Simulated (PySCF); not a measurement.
Ionising Br₂

PBE0; Br def2-TZVPPD; no relativity (PySCF 2.14). Neutral (UKS): singlet (closed shell), Re = 2.278 Å, ωe = 338 cm⁻¹, De = 2.28 eV, HOMO -8.13 eV, LUMO -3.55 eV.

Br₂⁺ (UKS): doublet (π ↑), Re = 2.190 Å, ωe = 387 cm⁻¹, De = 3.61 eV to Br⁺ + Br. The energies at the minima are -5147.70809 hartree for Br2 and -5147.32239 for Br₂⁺.

Q: Work out the adiabatic ionisation energy, without and with harmonic zero-point energies (1 hartree = 27.2114 eV, 1 eV = 8065.5 cm⁻¹), and the change of the bond length.

A: At PBE0: 0.38570 hartree = 10.495 eV between the minima; the zero-point term (387.0 − 338.0)/2 cm⁻¹ = +0.003 eV makes it 10.498 eV. Re changes by -8.8 pm against the neutral. Minus the HOMO energy is 8.13 eV, -2.37 eV from the value between the minima; self-interaction puts the Kohn–Sham level too high, less so with exact exchange. The electron leaves a π orbital, and the shorter bond of the ion fits an antibonding orbital, or a change in how ionic the bond is.

Br₂⁻ (UKS): doublet (σ ↑), Re = 2.883 Å, ωe = 142 cm⁻¹, De = 1.48 eV to Br + Br⁻. The energies at the minima are -5147.70809 hartree for Br2 and -5147.80618 for Br₂⁻.

Q: Work out the adiabatic electron affinity, without and with harmonic zero-point energies (1 hartree = 27.2114 eV, 1 eV = 8065.5 cm⁻¹), and the change of the bond length.

A: At PBE0: 0.09809 hartree = 2.669 eV between the minima; the zero-point term (338.0 − 142.0)/2 cm⁻¹ = +0.012 eV makes it 2.681 eV. Re changes by +60.5 pm against the neutral. The electron enters a σ orbital, and the ion is left as a loose complex of an ion and an atom.

Spin–orbit coupling is left out. States were picked by a PBE0 search and need not be the measured ground states.
